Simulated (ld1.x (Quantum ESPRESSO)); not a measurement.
Si (Z = 14), TM: configuration errors across variants

Si (Z = 14), norm-conserving Troullier–Martins (Kleinman–Bylander form), made with ld1.x (Quantum ESPRESSO) 7.5 (Wu–Cohen, scalar-relativistic). Core [Ne], reference 3s2 3p2. Waves: 3s (bound): rc 1.80 bohr; 3d channel at 0.4 Ry: rc 2.00 bohr; 3p (bound): rc 2.35 bohr. Local part: the p channel. Core correction: none.

All-electron excitation energies from the reference (eV): (1) 3s2 3p1 7.717; (2) 3s2 3p0 23.707; (3) 3s1 3p0 57.656; (4) 3s0 3p4 13.758; (5) 3s1 3p3 6.806; (6) 3s2 3p2.3 -0.920; (7) 3s1 3p2 15.141.

1 further variants failed, have other tests or another functional or relativity, and are left out.

A true bound ghost makes a file unfit for plane-wave use even where its test errors are small: the radial tests pick states by their node count and pass the ghost by.

Errors AE − PS in meV (a dash: test not solved or not reliable):

| change | (1) | (2) | (3) | (4) | (5) | (6) | (7) | bound ghosts |
| --- | --- | --- | --- | --- | --- | --- | --- | --- |
| base | +1.4 | +13 | +72 | +11 | +3.1 | +0.1 | +8.1 | none |
| type RRKJ; local potential the s channel | +3.1 | +27 | +103 | +5.4 | +1.6 | +0.1 | +6.4 | none |
| core correction a·sin(br)/r model core inside 1.94 bohr | +1.3 | +11 | +48 | +6.3 | +1.0 | +0.1 | +5.3 | none |
| local potential all-electron potential smoothed inside 2.30 bohr (lloc = -1) | +2.0 | +17 | +82 | +11 | +3.2 | +0.1 | +8.8 | none |
| wave 3d channel at 0.4 Ry: rc 2.00 bohr becomes 3d channel at -0.15 Ry: rc 2.00 bohr | +1.4 | +13 | +72 | +11 | +3.1 | +0.1 | +8.1 | none |
| wave 3d channel at 0.4 Ry: rc 2.00 bohr becomes 3d channel at 0.4 Ry: rc 2.70 bohr | +1.4 | +13 | +72 | +11 | +3.1 | +0.1 | +8.1 | none |
| wave 3s (bound): rc 1.80 bohr becomes 3s (bound): rc 1.10 bohr | +5.3 | +43 | +84 | +163 | +23 | +0.2 | +18 | s |

**Question.** Give the same row for: wave 3p (bound): rc 2.35 bohr becomes 3p (bound): rc 1.58 bohr.

**Answer.** +1.6, +12, +70, +11, +3.3, +0.1, +9.4; bound ghosts: none.
